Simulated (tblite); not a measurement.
Species: C2H13BSi4.
Numbering: `[SiH3:1][CH2:2][Si@H:3]1[BH:4][SiH2:5][SiH2:6][CH2:7]1` (hydrogens: H8, H9, H10 on Si1; H11, H12 on C2; H13 on Si3; H14 on B4; H15, H16 on Si5; H17, H18 on Si6; H19, H20 on C7)

Computed with GFN2-xTB (tblite), gas phase: L-BFGS steps from a force-field or distance-geometry start until the largest atomic force falls under 0.01 eV/Å.

Step 4: E = -516.2706 eV
```
atom  x, y, z in Å  |  force x, y, z in eV/Å
Si1     2.9902    0.9444    0.2026   -0.081  -0.137   0.091
C2      1.5765   -0.1016    0.8970   -0.248  -0.118  -0.440
Si3     0.4267   -0.7634   -0.5129    0.338   0.177   0.000
B4     -0.8593   -1.9844    0.2827   -0.058   0.082  -0.094
Si5    -2.6293   -1.1879    0.4590    0.042   0.354  -0.082
Si6    -2.1592    0.9939   -0.2218    0.020  -0.438   0.030
C7     -0.5372    0.7522   -1.2079   -0.093  -0.197   0.120
H8      2.4346    2.1315   -0.4364    0.036   0.130  -0.039
H9      3.7144    0.1362   -0.7781    0.081   0.041  -0.004
H10     3.8661    1.3266    1.3048    0.150   0.090   0.061
H11     0.9885    0.4638    1.6151   -0.057   0.081  -0.005
H12     1.9622   -0.9601    1.4328    0.157  -0.118   0.097
H13     1.2841   -1.3445   -1.5863   -0.001   0.156   0.054
H14    -0.5625   -3.0161    0.7010    0.139  -0.463   0.210
H15    -3.6256   -1.7896   -0.4423   -0.143  -0.061   0.172
H16    -3.1039   -1.1659    1.8535   -0.234  -0.163  -0.027
H17    -3.2015    1.5781   -1.0593   -0.019   0.289  -0.022
H18    -1.8445    1.7992    0.9614   -0.052   0.262  -0.054
H19     0.0490    1.6651   -1.2221    0.118   0.001   0.027
H20    -0.7743    0.5334   -2.2459   -0.096   0.030  -0.095
```

Step 5: E = -516.2971 eV
```
atom  x, y, z in Å  |  force x, y, z in eV/Å
Si1     2.9943    0.9468    0.2055   -0.096  -0.107   0.076
C2      1.5751   -0.1028    0.8863   -0.187  -0.162  -0.140
Si3     0.4292   -0.7738   -0.5188    0.239   0.189  -0.006
B4     -0.8597   -1.9981    0.2911    0.051  -0.007  -0.110
Si5    -2.6306   -1.1906    0.4598   -0.008   0.300  -0.047
Si6    -2.1670    0.9969   -0.2198    0.032  -0.327   0.006
C7     -0.5409    0.7495   -1.2034    0.000  -0.120  -0.013
H8      2.4382    2.1345   -0.4372    0.053   0.099  -0.013
H9      3.7170    0.1393   -0.7770    0.090   0.040  -0.001
H10     3.8744    1.3314    1.3075    0.103   0.066   0.025
H11     0.9917    0.4591    1.6168   -0.052   0.074  -0.137
H12     1.9619   -0.9561    1.4396    0.137  -0.057  -0.037
H13     1.2978   -1.3399   -1.5976   -0.065   0.163   0.114
H14    -0.5545   -3.0386    0.7093    0.049  -0.213   0.122
H15    -3.6404   -1.7948   -0.4334   -0.062  -0.024   0.197
H16    -3.1202   -1.1762    1.8535   -0.193  -0.145  -0.078
H17    -3.2060    1.5993   -1.0649    0.088   0.196   0.073
H18    -1.8455    1.8177    0.9602   -0.087   0.170  -0.142
H19     0.0519    1.6633   -1.2327    0.051  -0.096   0.141
H20    -0.7718    0.5438   -2.2479   -0.142  -0.041  -0.030
```

Step 6: E = -516.3157 eV
```
atom  x, y, z in Å  |  force x, y, z in eV/Å
Si1     2.9951    0.9465    0.2089   -0.071  -0.042   0.048
C2      1.5710   -0.1068    0.8781   -0.034  -0.113   0.115
Si3     0.4348   -0.7769   -0.5228    0.045   0.093  -0.017
B4     -0.8585   -2.0075    0.2944    0.114  -0.076  -0.090
Si5    -2.6317   -1.1869    0.4596   -0.015   0.123   0.003
Si6    -2.1714    0.9932   -0.2186    0.036  -0.104  -0.024
C7     -0.5429    0.7457   -1.2013    0.051  -0.053  -0.091
H8      2.4416    2.1382   -0.4378    0.074   0.041   0.024
H9      3.7204    0.1421   -0.7764    0.080   0.048   0.018
H10     3.8815    1.3356    1.3096    0.040   0.034  -0.022
H11     0.9928    0.4575    1.6147   -0.055   0.046  -0.208
H12     1.9643   -0.9544    1.4428    0.091  -0.014  -0.121
H13     1.3052   -1.3338   -1.6025   -0.062   0.147   0.103
H14    -0.5488   -3.0563    0.7166   -0.031   0.013   0.032
H15    -3.6508   -1.7985   -0.4238   -0.011   0.006   0.202
H16    -3.1342   -1.1856    1.8517   -0.155  -0.119  -0.112
H17    -3.2068    1.6164   -1.0667    0.168   0.112   0.140
H18    -1.8480    1.8326    0.9564   -0.108   0.086  -0.208
H19     0.0544    1.6598   -1.2364   -0.006  -0.147   0.194
H20    -0.7731    0.5494   -2.2494   -0.151  -0.081   0.014
```

**Question.** Estimate the geometry and energy of step 7. (The exact step hangs on the optimiser's Hessian estimate; all steps are aligned on step 6, rigid shifts and turns removed.)

**Answer.** E = -516.3295 eV, largest force 0.263 eV/Å
```
atom  x, y, z in Å  |  force x, y, z in eV/Å
Si1     2.9937    0.9450    0.2121   -0.016   0.023   0.013
C2      1.5673   -0.1116    0.8739    0.110  -0.025   0.224
Si3     0.4400   -0.7762   -0.5252   -0.127  -0.031  -0.016
B4     -0.8556   -2.0140    0.2939    0.111  -0.095  -0.053
Si5    -2.6323   -1.1810    0.4592    0.010  -0.084   0.050
Si6    -2.1730    0.9874   -0.2183    0.044   0.111  -0.051
C7     -0.5435    0.7415   -1.2016    0.047  -0.017  -0.101
H8      2.4454    2.1416   -0.4377    0.085  -0.013   0.055
H9      3.7244    0.1450   -0.7756    0.059   0.058   0.042
H10     3.8869    1.3390    1.3104   -0.016   0.005  -0.059
H11     0.9920    0.4579    1.6090   -0.068   0.020  -0.200
H12     1.9682   -0.9543    1.4424    0.046  -0.006  -0.136
H13     1.3081   -1.3266   -1.6030   -0.020   0.117   0.050
H14    -0.5458   -3.0677    0.7223   -0.078   0.158  -0.034
H15    -3.6575   -1.8007   -0.4133    0.011   0.023   0.185
H16    -3.1465   -1.1941    1.8482   -0.124  -0.092  -0.121
H17    -3.2036    1.6297   -1.0648    0.200   0.055   0.161
H18    -1.8520    1.8439    0.9494   -0.110   0.030  -0.229
H19     0.0563    1.6549   -1.2342   -0.033  -0.147   0.191
H20    -0.7774    0.5510   -2.2504   -0.131  -0.092   0.029
```

The energy changes by -0.0138 eV. The first-order estimate −F·Δx gives -0.0191 eV and the mean of the old and new forces, exact on a quadratic surface, -0.0139 eV. The step makes an angle of 47° with the force vector and moves no atom by more than 0.015 Å.

What follows is the cost of the whole relaxation. On an Intel Xeon at 2.50 GHz with one thread (shared host), this took 7.1 s wall, 4.0 s CPU.
